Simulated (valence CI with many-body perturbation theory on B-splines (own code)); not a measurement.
## Level structure of Tc4+

Calculated by configuration interaction combined with many-body perturbation theory (CI+MBPT): three valence electrons over a frozen Dirac-Fock core [Kr], a basis of 9 s, 9 p, 10 d, 8 f, 5 g, 3 h, 1 i functions for each j, with the one-electron correlation potential Σ1, the two-electron term Σ2, the three-electron term Σ3, Breit, model QED; selected CI, second order for the rest, scaled by the run's own slope (own B-spline code, finite nucleus).

No measured levels were compared; by estimate terms of the open shell hold to 2 to 4 % of their energy, and close levels can change places; different configurations can be misplaced against each other by 1,000 to 8,000 cm⁻¹. Core correlation moves these levels by up to 16000 cm⁻¹, and in measured spectra 5 to 20 % of such shifts remained as error; rates that hang on mixing are uncertain with them.

Levels 46 to 71 of 71, with energies above the lowest level, 4d³ ⁴F_3/2. "Leading %" is the weight of the configuration and term that name the level; weights of strongly mixed levels are sums over their largest components and can fall short. Lifetimes count E1, E2, E3, M1 and M2 decay at the calculated energies, and are blank where another channel may lead or the interval is too uncertain; long ones can be off by a factor of two.

```
No.  Configuration  Term     J  E (cm⁻¹)  Leading %      g  Lifetime
 46          4d²5p   ⁴F°   9/2    170170         72  1.284    230 ps
 47          4d²5p   ⁴D°   3/2    170530         70  1.092    171 ps
 48          4d²5p   ⁴D°   5/2    170860         64  1.214    185 ps
 49          4d²5p   ⁴G°  11/2    170890         99  1.272    791 ps
 50          4d²5p   ²D°   5/2    172170         60  1.180    238 ps
 51          4d²5p   ²S°   1/2    172180         90  1.979    247 ps
 52          4d²5p   ⁴D°   7/2    172790         52  1.278    211 ps
 53          4d²5p   ²G°   7/2    173310         86  0.942    197 ps
 54          4d²5p   ⁴S°   3/2    175310         67  1.777    161 ps
 55          4d²5p   ²G°   9/2    175550         81  1.138    210 ps
 56          4d²5p   ⁴D°   1/2    177810         96  0.020    420 ps
 57          4d²5p   ²P°   3/2    178060         42  1.393    192 ps
 58          4d²5p   ²F°   5/2    178650         80  0.936    167 ps
 59          4d²5p   ⁴D°   3/2    179160         83  1.228    344 ps
 60          4d²5p   ²G°   7/2    180130         50  1.035    153 ps
 61          4d²5p   ²P°   1/2    180750         85  0.867    180 ps
 62          4d²5p   ⁴D°   5/2    180930         81  1.313    328 ps
 63          4d²5p   ²G°   9/2    181830         88  1.090    133 ps
 64          4d²5p   ⁴D°   7/2    182330         44  1.180    185 ps
 65          4d²5p   ²D°   3/2    182730         53  1.105    248 ps
 66          4d²5p   ⁴P°   1/2    183350         82  2.429    287 ps
 67          4d²5p   ²D°   5/2    183470         57  1.311    276 ps
 68          4d²5p   ⁴P°   3/2    183920         75  1.540    301 ps
 69          4d²5p   ⁴D°   7/2    184210         48  1.251    201 ps
 70          4d²5p   ⁴P°   5/2    186160         61  1.445    255 ps
 71          4d²5p   ²H°   9/2    186330         86  0.936    315 ps
```

Names give the largest LS component (configuration and term), which can be under half, so a name can repeat, a term be missing and a line seem to break the LS rules; names also repeat where a configuration has a term twice.

Where two levels of one J and parity lie close, their mixing, g and order are uncertain.
